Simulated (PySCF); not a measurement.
# Broadened absorption spectrum of MoO(OMe)4

MoO(OMe)4, C4H12MoO5 (singlet state).
SMILES: `C[O][Mo](=[O])([O]C)([O]C)[O]C`

The calculation used PySCF, TDDFT CAM-B3LYP/def2-SVPD, vertical, gas phase, core orbitals frozen in the response, def2 core potentials past Kr. Geometry: PBE0-D3(BJ)/def2-SVP; no solvent, vibrations or thermal averaging. Spin–orbit coupling is left out.

Each state is given a Gaussian of 0.25 eV full width at half maximum, with ε(max) = 2.175×10⁸ f / Δν̃ (Δν̃ the width in cm⁻¹). The width is an assumption, not a result. The curve ends short of the highest state used, and states not computed would add to its high-energy end.

```tsv
λ (nm)	ε (L mol⁻¹ cm⁻¹)
255.1	1
258.2	3
261.4	7
264.5	10
267.6	13
270.7	15
273.8	33
276.9	117
280.1	422
283.2	1218
286.3	2864
289.4	5501
292.5	8707
295.6	11466
298.8	12698
301.9	11875
305.0	9533
308.1	6650
311.2	4107
314.3	2338
317.5	1321
320.6	890
323.7	746
326.8	699
329.9	647
333.0	557
336.2	433
339.3	309
342.4	202
345.5	120
348.6	66
351.7	34
354.9	16
358.0	7
361.1	3
364.2	1
```

Q: Where are the band maxima, and which computed states make them?

A: 299 nm (4.15 eV), ε about 13000, made up of S4 (49%) and S5 (50%) (ε in L mol⁻¹ cm⁻¹; maxima over ε = 5, shares over 10%). The states used: S1 3.78 eV (f 0.0028); S2 3.79 eV (f 0.0032); S3 4.06 eV (f 0.0006); S4 4.14 eV (f 0.058); S5 4.15 eV (f 0.059); S6 4.29 eV (f 0.0008); S7 4.63 eV (f 0.0001); S8 5.36 eV (f 0.0001); S9 5.46 eV (f 0.0001).

Q: Coming from long wavelengths, where does ε first pass 100 L mol⁻¹ cm⁻¹?

A: At about 346 nm (3.58 eV), 0.20 eV below S1.

Q: On this curve, what absorbance would a 10⁻⁴ mol/L sample give at 280 nm over a 1 cm path?

A: 280 nm is 4.428 eV, where ε is about 410 L mol⁻¹ cm⁻¹, so A = ε c l ≈ 0.041 (Beer–Lambert, with the gas-phase spectrum and the assumed width).

Q: What would ε be at 4.15 eV, the highest of these maxima, with half the width (0.125 eV)?

A: About 25200 L mol⁻¹ cm⁻¹ against 12700, a factor of about 1.98; a lone state at its own centre would give exactly 2.
